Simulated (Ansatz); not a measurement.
Ansatz (a program for electronic structure) input:

Ansatz 0.2 input:
```yaml
crystal:
  periodic: [false, false, false]
  atoms:
    - {symbol: Os, position_ang: [-0.00000000, -0.00000000, -0.15871225]}
    - {symbol: O, position_ang: [0.00000000, 0.00000000, 1.50776638]}
basis:
  gaussian:
    orbitals: def2-TZVP
hamiltonian:
  xc: {name: wB97X-V}
magnetization: {spin_polarized: true, initial_magnetization: 2}
relax: {f_tol: 0.003, max_steps: 100}
```

Task: Predict the final energy.

Result: -165.75372 Eh (wB97X-V/def2-TZVP). The basis has 71 functions.

The spin state was set by rule; other spins were not relaxed.
